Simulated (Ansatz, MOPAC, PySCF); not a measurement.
Pair of molecules: HF (SMILES F) (first 2 atoms) with N2 (SMILES N#N); geometry from B3LYP-D3(BJ)/def2-TZVP.
(charge 0, multiplicity 1):
```csv
atom,x (Å),y (Å),z (Å)
F,-0.3906,-0.2074,-0.6506
H,-0.2831,-0.1725,0.2706
N,0.0794,-0.0573,3.3688
N,-0.0473,-0.0972,2.2872
```

Counterpoise-corrected where a basis set is named; no monomer relaxation.

Rows in 6-31G* carry no dispersion term and start afresh at each structure (6-31G* with six Cartesian d functions). The state that AM1 reach isn't checked.

Run with Ansatz (a quantum-chemistry and plane-wave program) with Gaussian orbitals; MOPAC for AM1 (differences of heats of formation); PySCF for 6-31G* rows, the dispersion terms. 

Question: One of these levels gives -125.1 meV for the interaction energy. Which one is it?
A) r2SCAN/def2-TZVPPD
B) HF/6-31G*
C) AM1
D) PBE-D3(BJ)/def2-TZVPPD

Answer: D, PBE-D3(BJ)/def2-TZVPPD. The others give 75.6 (AM1), -29.3 (HF/6-31G*), -96.5 (r2SCAN/def2-TZVPPD)
